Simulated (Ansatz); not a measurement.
C2F4, charge -1, doublet, geometry from GFN2-xTB (a state made from the parent by changing its charge; the spin is typed, not shown lowest) (a gas-phase anion, which may not be bound at this level); CAM-B3LYP/def2-SVPD (Ansatz, a quantum-chemistry and plane-wave program).

Ansatz was given this input:
Ansatz 0.2 input:
```yaml
crystal:
  periodic: [false, false, false]
  atoms:
    - {symbol: F, position_ang: [-1.40208683, -0.30199118, 1.13699616]}
    - {symbol: C, position_ang: [-0.67438902, -0.33860083, -0.04056124]}
    - {symbol: F, position_ang: [-1.47330388, 0.40107555, -0.99534071]}
    - {symbol: C, position_ang: [0.69883674, -0.27984565, 0.06640714]}
    - {symbol: F, position_ang: [1.42526080, -0.28423375, -1.11249685]}
    - {symbol: F, position_ang: [1.43383143, 0.59744702, 0.95361079]}
basis:
  gaussian:
    orbitals: def2-SVPD
hamiltonian:
  xc: cam_b3lyp
total_charge: -1
magnetization: {spin_polarized: true, initial_magnetization: 1}
```

Output, abridged:

```
Functional definition: CAM-B3LYP
1078 factors; their error is unknown
380 factors; integrals over basis functions are off by at most 2.6e-5 eV
mean field evaluation 1: about -12925.6883 eV, gradient 1.6e1 eV
mean field evaluation 2: about -12926.3665 eV, gradient 1.1e1 eV
mean field evaluation 4: about -12926.7636 eV, gradient 9.7e-1 eV
mean field evaluation 8: about -12926.7718 eV, gradient 9.7e-2 eV
mean field evaluation 16: about -12926.7984 eV, gradient 2.1e-4 eV
mean field -12926.79842921 eV, -475.0510801747 hartree, gradient 2.3e-5 eV, S^2 0.766767; 0 other end points of the search recorded, 0 dependent functions left out
reference -12926.79855725 eV, -475.0510848803 hartree; 25, 24 occupied and 107, 108 virtual orbitals, 1078 factors
Total energy: -12926.79855725 eV, -475.0510848803 hartree
```
